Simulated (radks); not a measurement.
Mn0.5+, 24.5 electrons, occupied as [Ar] 3d5.5 4s1 (fractional occupations, a model configuration). Method: scalar-relativistic Kohn-Sham, PBEsol, spin-unpolarised, spherical densities, point nucleus; computed with a radial shooting solver on a logarithmic mesh with Libxc functionals.

Normalised radial functions P(r) = r R(r), r in bohr:

```
   r/bohr * 1s (the largest magnitude, 3.61, reaches the edge; | marks zero)
 0.008908 |                          *
  0.01169 |                                *
  0.01535 |                                       *
  0.01998 |                                             *
  0.02623 |                                                  *
  0.03443 |                                                      *
  0.04519 |                                                      *
  0.05932 |                                                  *
  0.07724 |                                          *
   0.1014 |                              *
   0.1331 |                  *
   0.1747 |        *
   0.2293 |  *
   0.2986 |*
   0.3919 *
   0.5144 *
   0.6752 *
   0.8862 *
    1.163 *
    1.515 *
    1.988 *
     2.61 *
    3.425 *
    4.496 *
    5.854 *
    7.684 *
    10.09 *
```

1s: eigenvalue -6424.0 eV, 0 radial nodes, <r> = 0.0609 bohr, 90 % of the charge inside 0.109 bohr.
